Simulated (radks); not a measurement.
Values are calculated unless marked as measured or tabulated.
Effect of the nuclear size on the bromine ion Br+, [Ar] 3d10 4s2 4p4. Level of theory: Dirac Kohn-Sham, PBE, spin-unpolarised, spherical densities, finite nucleus; open shells fill j = l - 1/2 first; Fermi nuclear charge, rms radius 4.1629 fm (a radial shooting solver on a logarithmic mesh with Libxc functionals). The rms radius is varied about that value; shifts are against it.

rms radius (fm)	total energy shift (eV)	density at nucleus (e/bohr^3)	1s1/2 shift (meV)	2s1/2 shift (meV)	3s1/2 shift (meV)	3p1/2 shift (meV)	4s1/2 shift (meV)
3.3636	-0.189	4.51e+04	-80.0	-8.04	-1.25	0.123	-0.132
3.8091	-0.0881	4.467e+04	-37.4	-3.75	-0.585	0.058	-0.062
4.1629	0	4.437e+04	0.000	0.000	0.000	0.000	0.000
4.3877	0.0597	4.42e+04	25.3	2.54	0.397	-0.039	0.042
4.754	0.163	4.393e+04	69.2	6.95	1.08	-0.107	0.114

Slopes of the eigenvalues against <r^2> in GHz/fm^2, as finite differences over the two radii next to the reference (eigenvalue slopes, not the field-shift constants of lines): 1s1/2 3200, 2s1/2 321, 3s1/2 50.1, 3p1/2 -4.93, 4s1/2 5.26.
